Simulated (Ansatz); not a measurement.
H6BN3, SMILES `NB(N)N` with one electron removed (charge 1, multiplicity 2), frozen-core CCSD(T)/cc-pVTZ // CAM-B3LYP-D3(BJ)/def2-TZVP run with Ansatz (a program for electronic structure). The run hit its time limit unfinished.

Ansatz 0.2 input:
```yaml
crystal:
  periodic: [false, false, false]
  atoms:
    - { symbol: N, position_ang: [-1.02309, -0.990896, 0.037409] }
    - { symbol: B, position_ang: [-0.000615, 0.000855, 0.000467] }
    - { symbol: N, position_ang: [1.354216, -0.380697, -0.220579] }
    - { symbol: N, position_ang: [-0.332936, 1.374159, 0.184613] }
    - { symbol: H, position_ang: [-1.990614, -0.776703, 0.188088] }
    - { symbol: H, position_ang: [-0.843547, -1.96923, -0.08636] }
    - { symbol: H, position_ang: [1.642069, -1.331493, -0.35395] }
    - { symbol: H, position_ang: [2.111072, 0.27564, -0.253057] }
    - { symbol: H, position_ang: [0.346778, 2.110594, 0.166168] }
    - { symbol: H, position_ang: [-1.268908, 1.696269, 0.342341] }
basis:
  gaussian: { orbitals: cc-pVTZ }
correlation:
  method: ccsd_t
total_charge: 1
magnetization:
  spin_polarized: true
  initial_magnetization: 1
```

The last lines of the output:

```
1171 factors; integrals over basis functions are off by at most 1.2e-3 eV
mean field evaluation 1: about -5202.1648 eV, gradient 4.1e1 eV
mean field evaluation 2: about -5202.1679 eV, gradient 4.1e1 eV
mean field evaluation 4: about -5208.9419 eV, gradient 3.1e0 eV
mean field evaluation 8: about -5209.0789 eV, gradient 3.0e-1 eV
mean field evaluation 16: about -5209.2695 eV, gradient 1.5e-1 eV
mean field evaluation 32: about -5209.0920 eV, gradient 4.0e-1 eV
mean field evaluation 64: about -5209.2651 eV, gradient 3.0e-1 eV
mean field evaluation 96: about -5209.0734 eV, gradient 5.9e-3 eV
mean field evaluation 128: about -5204.0259 eV, gradient 1.9e1 eV
mean field evaluation 160: about -5209.2709 eV, gradient 1.6e-4 eV
mean field evaluation 192: about -5209.0734 eV, gradient 5.0e-4 eV
mean field -5209.27138890 eV, -191.4371925712 hartree, gradient 2.5e-6 eV, S^2 0.767750; 8 other end points of the search recorded, 0 dependent functions left out
determinant -5209.27138890 eV, -191.4371925712 hartree, with singles and doubles -5229.38829581 eV, -192.1764752645 hartree
determinant -5209.27128698 eV, -191.4371888254 hartree, with singles and doubles -5229.38687422 eV, -192.1764230217 hartree
determinant -5209.27085451 eV, -191.4371729325 hartree, with singles and doubles -5229.38808226 eV, -192.1764674166 hartree
determinant -5209.07339065 eV, -191.4299162695 hartree, with singles and doubles -5229.41574741 eV, -192.1774840919 hartree
determinant -5209.07336819 eV, -191.4299154444 hartree, with singles and doubles -5229.23939713 eV, -192.1710033387 hartree
determinant -5209.27138890 eV, -191.4371925712 hartree, with singles and doubles -5229.22448474 eV, -192.1704553187 hartree
determinant -5209.27128698 eV, -191.4371888254 hartree, with singles and doubles -5229.22445455 eV, -192.1704542092 hartree
determinant -5209.27085451 eV, -191.4371729325 hartree, with singles and doubles -5229.22429195 eV, -192.1704482337 hartree
determinant -5209.07339065 eV, -191.4299162695 hartree, with singles and doubles -5229.23946932 eV, -192.1710059917 hartree
determinant -5209.27138890 eV, -191.4371925712 hartree, with singles and doubles -5229.23838658 eV, -192.1709662016 hartree
determinant -5209.27128698 eV, -191.4371888254 hartree, with singles and doubles -5229.23835649 eV, -192.1709650959 hartree
determinant -5209.27085451 eV, -191.4371729325 hartree, with singles and doubles -5229.23819499 eV, -192.1709591610 hartree
```
